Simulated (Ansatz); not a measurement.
Frontier orbitals of `B[CH]([AlH2])[SiH3]`.

```xyz
12

B     0.900    1.489   -0.438
C    -0.265    0.765    0.187
Al   -0.720   -0.668   -1.171
Si    0.060   -0.662    1.313
H     1.961    0.938   -0.563
H     0.782    2.603   -0.865
H    -1.173    1.326    0.407
H     0.383   -1.187   -2.175
H    -2.259   -1.022   -1.257
H    -0.218   -1.887    0.395
H     1.459   -0.865    1.747
H    -0.909   -0.829    2.421
```

Charge 0, multiplicity 1. The geometry is a stationary point of PBE0-D4/def2-TZVP. Basis def2-TZVPP, Ansatz.

```
 functional  HOMO (eV)  LUMO (eV)  gap (eV)
LDA (SPW92)      -7.19      -2.18      5.01
        PBE      -7.11      -1.95      5.16
     r2SCAN      -7.34      -1.61      5.73
       PBE0      -8.22      -1.07      7.15
    ωB97M-V     -10.37       0.63     11.00
         HF     -10.74       1.87     12.61
```

Against PBE, PBE0 changes HOMO and LUMO by −1.11 and +0.88 eV, ωB97M-V by −3.26 and +2.58 eV. A gap of 5.16 eV thus becomes 11.00 eV for the same molecule, so an orbital gap means little without its functional. A positive LUMO is unbound and depends on the basis.
